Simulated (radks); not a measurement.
All-electron atom: Tl27+ in [Xe] (not the ground configuration). Calculated with a radial shooting solver on a logarithmic mesh with Libxc functionals: scalar-relativistic Kohn-Sham, r2SCAN, spin-polarised, spherical densities, finite nucleus; meta-GGA in the generalised Kohn-Sham scheme; Fermi nuclear charge, rms radius 5.4759 fm. Some entries of the table are withheld. Estimate them.

| orbital | occ. | eigenvalue (Ry) | <r> (bohr) |
|---|---|---|---|
| 1s | 2 | -6372.179 | 0.01632 |
| 2s | 2 | -1199.666 | 0.06879 |
| 2p | 6 | -1042.318 | (1) |
| 3s | 2 | -346.1010 | (2) |
| 3p | 6 | -300.5741 | 0.1784 |
| 3d | 10 | -253.5596 | 0.1617 |
| 4s | 2 | -129.8849 | 0.3715 |
| 4p | 6 | -113.8153 | (3) |
| 4d | 10 | -95.53797 | 0.3945 |
| 5s | 2 | -62.42847 | 0.6944 |
| 5p | 6 | -56.10874 | 0.7344 |

Answer. 
(1) 2p <r> (bohr): 0.06241
(2) 3s <r> (bohr): 0.1769
(3) 4p <r> (bohr): 0.3888
